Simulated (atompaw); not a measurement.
**iodine (I): variants of one PAW (atompaw) potential**

Base potential:

```json
{
 "Element": "I (Z = 53)",
 "Generator": "atompaw 4.2.0.5",
 "Type": "PAW",
 "Functional": "PBE",
 "Relativity": "scalar-relativistic",
 "Frozen core": "[Kr]",
 "Valence charge": "17",
 "Reference configuration": "4d10 5s1 5p6",
 "Partial waves": "5s (bound): rc 1.50 bohr; 5s channel at 1.9 Ry: rc 1.50 bohr; 5p (bound): rc 2.35 bohr; 5p channel at 0.3 Ry: rc 2.35 bohr; 4d (bound): rc 2.35 bohr; 4d channel at -1.55 Ry: rc 2.35 bohr",
 "Local potential": "troulliermartins scheme with l = 3 at 0 Ry, radius 1.85 bohr",
 "Core correction": "smooth core density matched at 1.45 bohr",
 "Augmentation charge": "besselshape compensation charge, radius 2.25 bohr; PAW radius 2.35 bohr; waves and projectors: custom polynom vanderbiltortho"
}
```

Cutoffs, loose and tight: the cutoffs (Ry, on a coarse ladder) from which the occupation-weighted sum of valence levels, in a spherical-Bessel basis at the reference potential, stays within 10 and 1 mRy of its value at 400 Ry. They see the waves, projectors and local potential, not the compensation charge or the core. A dash means not determined.

A true bound ghost makes a file unfit for plane-wave use even where its test errors are small: the radial tests pick states by their node count and pass the ghost by.

```tsv
change	outcome	cutoff, loose	cutoff, tight	bound ghosts
base	generated	30 Ry	45 Ry	s, p
core correction smooth core density matched at 2.02 bohr	generated	30 Ry	45 Ry	s, p
augmentation besselshape compensation charge, radius 2.25 bohr; PAW radius 2.35 bohr; waves and projectors: custom rrkj vanderbiltortho	failed: atompaw: The overlap operator has at least one negative eigenvalue!	–	–	–
wave 5s channel at 1.9 Ry: rc 1.50 bohr becomes 5s channel at 4.68 Ry: rc 1.50 bohr	generated	30 Ry	45 Ry	s, p
augmentation besselshape compensation charge, radius 1.24 bohr; PAW radius 2.35 bohr; waves and projectors: custom polynom vanderbiltortho	generated	30 Ry	45 Ry	s, p
local potential troulliermartins scheme with l = 3 at 0 Ry, radius 1.64 bohr	generated	30 Ry	45 Ry	p, s
local potential vpsmatchnc scheme with l = 3 at 0 Ry, radius 1.85 bohr	generated	30 Ry	45 Ry	p, s
all radii scaled by about 1.29 (s 1.94, p 3.02, d 3.02 bohr); local potential troulliermartins scheme with l = 3 at 0 Ry, radius 2.38 bohr; augmentation besselshape compensation charge, radius 2.90 bohr; PAW radius 3.02 bohr; waves and projectors: custom polynom vanderbiltortho; core correction smooth core density matched at 1.86 bohr	failed: atompaw: The overlap operator has at least one negative eigenvalue!	–	–	–
functional PBEsol	generated	30 Ry	45 Ry	s, p
augmentation sinc compensation charge, radius 2.25 bohr; PAW radius 2.35 bohr; waves and projectors: custom polynom vanderbiltortho	generated	30 Ry	45 Ry	s, p
```

**Question.** What comes out with this change to the base: reference 4d10 5s2 5p3?

**Answer.** outcome: generated; cutoff, loose: 30 Ry; cutoff, tight: 50 Ry; bound ghosts: s, p.

**Question.** What comes out with this change to the base: wave 4d (bound): rc 2.35 bohr becomes 4d (bound): rc 1.96 bohr?

**Answer.** outcome: generated; cutoff, loose: 40 Ry; cutoff, tight: 70 Ry; bound ghosts: s, p.

**Question.** What comes out with this change to the base: augmentation besselshape compensation charge, radius 2.25 bohr; PAW radius 2.35 bohr; waves and projectors: custom polynom2 7 10 vanderbiltortho?

**Answer.** outcome: generated; cutoff, loose: 25 Ry; cutoff, tight: 50 Ry; bound ghosts: s, p.
